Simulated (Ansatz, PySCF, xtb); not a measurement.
Noncovalent pair: H2O (SMILES O) (first 3 atoms) with CH2O (SMILES C=O); geometry from B3LYP-D3(BJ)/def2-TZVP, rigid monomers moved along the line of their centres of mass till H2···O5 is 2.28 Å.
(charge 0, multiplicity 1):
```json
[
 {"atom": "O", "x (Å)": "0.2747", "y (Å)": "-0.1146", "z (Å)": "0.5396"},
 {"atom": "H", "x (Å)": "-0.4627", "y (Å)": "-0.4410", "z (Å)": "1.0783"},
 {"atom": "H", "x (Å)": "-0.0426", "y (Å)": "-0.1115", "z (Å)": "-0.3678"},
 {"atom": "C", "x (Å)": "-0.4484", "y (Å)": "-0.3786", "z (Å)": "3.8625"},
 {"atom": "O", "x (Å)": "-1.3273", "y (Å)": "-0.8027", "z (Å)": "3.1571"},
 {"atom": "H", "x (Å)": "0.4718", "y (Å)": "0.0589", "z (Å)": "3.4399"},
 {"atom": "H", "x (Å)": "-0.5309", "y (Å)": "-0.4117", "z (Å)": "4.9636"}
]
```

Interaction energies are E(AB) − E(A) − E(B) at the monomers' geometry in the complex; basis-set methods are counterpoise corrected. Rows marked so take none.

Cores are frozen in the correlated methods. CBS(a, b) extrapolates the correlation energy as X⁻³ and adds the Hartree–Fock energy of set b. Rows in 6-311+G**, 6-31G*, STO-3G carry no dispersion term and start afresh at each structure (6-31G* with six Cartesian d functions).

The values were computed with Ansatz (Gaussian basis) for Hartree–Fock, density functionals and correlated methods; PySCF for 6-311+G** rows, 6-31G* rows, STO-3G rows, the dispersion terms; xtb for the GFN methods. Values without a source in brackets are computed.

| level | interaction energy (meV) |
|---|---|
| GFN1-xTB | -164.9 |
| HF/STO-3G (no counterpoise) | -93.0 |
| HF/6-31G* | -174.1 |
| BP86/6-31G* (no counterpoise) | -202.7 |
| B3LYP/6-311+G** (no counterpoise) | -186.7 |
| B3LYP-D4/def2-TZVPPD | -200.5 |
| CCSD/aug-cc-pVTZ | -189.7 |
| CCSD(T)/aug-cc-pVTZ | [?] |
| CCSD(T)/CBS(aug-cc-pVDZ, aug-cc-pVTZ) | -201.8 |

Complete the blanks.


- CCSD(T)/aug-cc-pVTZ, interaction energy (meV): -196.3

Ansatz is an electronic-structure program.
